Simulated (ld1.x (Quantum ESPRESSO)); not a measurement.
## What one change does to a pseudopotential (manganese (Mn), ultrasoft)

ld1.x (Quantum ESPRESSO) 7.5 input, shortened:

```
&input
   title='Mn', zed=25., rel=1, dft='PBE', iswitch=3,
   config='[Ar] 3d5 4s0.5 4p0'
 /
 &inputp
   pseudotype=3, tm=.true., lloc=-2, rcloc=1.15,
   nlcc=.true., rcore=0.80,
   which_augfun='PSQ', rmatch_augfun_nc=.true.
 /
6
4S  1  0   0.50   0.00  1.80  2.35  0.0
4S  1  0   0.00  -0.60  1.80  2.35  0.0
3P  2  1   6.00   0.00  1.40  1.50  0.0
4P  3  1   0.00   0.00  1.40  1.50  0.0
3D  3  2   5.00   0.00  1.30  1.50  0.0
3D  3  2   0.00  -0.95  1.30  1.50  0.0
 &test
   configts(1)='3p6 3d5 4s0.5 4p0'
 /
```

Change: waves 3p (bound): rcut 1.40, rcutus 1.94 bohr; 4p (bound): rcut 1.40, rcutus 1.94 bohr.

Cutoffs: the cutoffs (Ry, on a coarse ladder) from which the occupation-weighted sum of valence levels, in a spherical-Bessel basis at the reference potential, stays within 10 and 1 mRy of its value at 400 Ry; they do not see the model core or the augmentation charge, which bear on the density cutoff. Errors are all-electron minus pseudo energies relative to the spin-unpolarised reference configuration.

Task: How do hardness, ghosts and transferability respond?

Result: The potential gets neither clearly harder nor softer (50 Ry and 80 Ry → 45 Ry and 80 Ry); both files keep a bound ghost (s); of the 7 tests that both files solve, the error grows in 2 and shrinks in 2 by more than 15 % and 0.3 meV (median size 1.3 → 1.2 meV); the range in which the p phases agree narrows (upper end 4.7 → 3.3).

| quantity | base | changed |
| --- | --- | --- |
| cutoff, loose | 50 Ry | 45 Ry |
| cutoff, tight | 80 Ry | 80 Ry |
| loose cutoff by channel (10 mRy a level) | s 6 Ry, p 30 Ry, d 40 Ry | s 6 Ry, p 18 Ry, d 40 Ry |
| bound ghosts | s | s |
| error for 3p6 3d5 4s2 4p0, meV [ΔE -15.27 eV] | +1.3 | +1.2 |
| error for 3p6 3d5 4s1 4p0, meV [ΔE -6.85 eV] | +0.6 | +0.6 |
| error for 3p6 3d5 4s0 4p0, meV [ΔE 8.75 eV] | -0.7 | -0.7 |
| error for 3p6 3d6 4s0 4p0, meV [ΔE -8.46 eV] | +1.7 | -4.6 |
| error for 3p6 3d5 4s1 4p1, meV [ΔE -11.41 eV] | -0.9 | +1.7 |
| error for 3p6 3d5 4s0 4p1, meV [ΔE -2.11 eV] | -3.6 | +0.1 |
| error for 3p6 3d4 4s0 4p0, meV [ΔE 41.27 eV] | +12 | +4.7 |
| s: phases at 2.55 bohr within 0.05 rad from the reference energy up to (Ry; the scan ends near 5) | 4.0 | 4.0 |
| p: phases at 2.55 bohr within 0.05 rad from the reference energy up to (Ry; the scan ends near 5) | 4.7 | 3.3 |
| d: phases at 2.55 bohr within 0.05 rad from the reference energy up to (Ry; the scan ends near 5) | to the end of the scan | to the end of the scan |
| lowest overlap eigenvalue by channel | s 0.33, p 0.13, d 0.95 | s 0.33, p 0.74, d 0.95 |

 A true bound ghost makes a file unfit for plane-wave use even where its test errors are small: the radial tests pick states by their node count and pass the ghost by.
